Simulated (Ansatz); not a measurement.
C$_{5}$H$_{14}$Si (SMILES CC(C)[SiH](C)C), singlet, geometry from GFN2-xTB; SC-NEVPT2/STO-3G, CASSCF(6,5) (Ansatz, a first-principles code).

Input for Ansatz:
Ansatz 0.2 input:
```yaml
crystal:
  periodic: [false, false, false]
  atoms:
    - {symbol: Si, position_ang: [0.68317706, 0.20519227, -0.36160116]}
    - {symbol: C, position_ang: [1.29472388, 1.82294699, 0.43231527]}
    - {symbol: C, position_ang: [1.95268098, -1.17166870, -0.02390781]}
    - {symbol: C, position_ang: [-1.02094597, -0.28085487, 0.37112053]}
    - {symbol: C, position_ang: [-2.05976408, 0.81696202, 0.15316086]}
    - {symbol: C, position_ang: [-1.52955134, -1.59623998, -0.21448512]}
    - {symbol: H, position_ang: [0.54352966, 0.39647838, -1.81858662]}
    - {symbol: H, position_ang: [1.33197097, 1.74848842, 1.51551518]}
    - {symbol: H, position_ang: [0.64965473, 2.65911965, 0.18235374]}
    - {symbol: H, position_ang: [2.29405538, 2.06831747, 0.08701305]}
    - {symbol: H, position_ang: [2.94102068, -0.87627033, -0.36158839]}
    - {symbol: H, position_ang: [1.69304263, -2.08973980, -0.54112450]}
    - {symbol: H, position_ang: [2.02371332, -1.39989695, 1.03586563]}
    - {symbol: H, position_ang: [-0.91456161, -0.42230986, 1.45304669]}
    - {symbol: H, position_ang: [-3.02004932, 0.53012433, 0.58111348]}
    - {symbol: H, position_ang: [-2.20467249, 0.99912918, -0.90962442]}
    - {symbol: H, position_ang: [-1.74519491, 1.74765298, 0.61881045]}
    - {symbol: H, position_ang: [-1.65309608, -1.51130711, -1.29208384]}
    - {symbol: H, position_ang: [-0.83254735, -2.40615692, -0.01401330]}
    - {symbol: H, position_ang: [-2.49420531, -1.86319393, 0.21649673]}
basis:
  gaussian:
    orbitals: STO-3G
magnetization: {spin_polarized: false}
correlation: {method: sc_nevpt2, electrons: all, active_space: {window: {electrons: 6, orbitals: 5}}}
```

Problem. What does Ansatz print? Leave out banner, timings and long lists.

Solution. 
```
Functional definition: HF
650 factors; integrals over basis functions are off by at most 4.8e-5 eV
mean field evaluation 1: about -13083.3772 eV, gradient 1.5e1 eV
mean field evaluation 2: about -13083.6831 eV, gradient 1.5e1 eV
mean field evaluation 4: about -13084.6259 eV, gradient 4.5e-1 eV
mean field evaluation 8: about -13084.6262 eV, gradient 2.3e-6 eV
mean field -13084.62620452 eV, -480.8511439378 hartree, gradient 2.8e-6 eV, S^2 0.000000; 0 other end points of the search recorded, 0 dependent functions left out
reference -13084.62620452 eV, -480.8511439378 hartree; 29, 29 occupied and 19, 19 virtual orbitals, 650 factors
state -13085.49703164 eV, -480.8831462442 hartree
state -13085.49703164 eV, -480.8831462442 hartree; corrected -13093.08830016 eV, -481.1621202167 hartree
state -13085.38191658 eV, -480.8789158437 hartree
state -13085.38191658 eV, -480.8789158437 hartree; corrected -13093.10457359 eV, -481.1627182545 hartree
state -13085.38191658 eV, -480.8789158437 hartree; corrected -13093.10457359 eV, -481.1627182545 hartree
the orbitals are reached from a further start. From the first start the search ends at -13085.49701738 eV, -480.8831457202 hartree
WARN: the results are in doubt because another end's mean lies 0.115 eV lower, and its corrected mean 0.016 eV higher
Total energy: -13093.10457359 eV, -481.1627182545 hartree
In doubt: another end's mean lies 0.115 eV lower, and its corrected mean 0.016 eV higher
```
